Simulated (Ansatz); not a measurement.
`C=C[CH2][SnH3]`. Charge 0, multiplicity 1. Correlated methods include outer-core shells of Sn, which these sets cover unevenly. Sn: def2 effective core potential.

```xyz
12

C    -1.4204    0.6607   -1.4035
C    -0.7487   -0.3443   -0.8510
C    -0.4551   -0.4958    0.5925
Sn    1.6072    0.0189    1.0019
H    -1.8390    1.4623   -0.8024
H    -1.5734    0.7152   -2.4744
H    -0.3474   -1.1191   -1.5027
H    -0.5932   -1.5252    0.9309
H    -1.0792    0.1571    1.2059
H     1.8249    1.6840    0.6955
H     2.6281   -0.8888   -0.0248
H     1.9961   -0.3250    2.6322
```

Task: Give the diagnostics of a CCSD(T)/def2-TZVPP run (frozen core, the Gaussian-basis code of Ansatz). (Estimate.)

Result: Computed: T1 = 0.0121, largest single amplitude 0.015, largest double 0.045, (T) share of the correlation energy 3.6 %, 9 CCSD cycles. The RHF solution is stable towards an unrestricted one. T1 lies under the customary mark of 0.02 for closed shells.
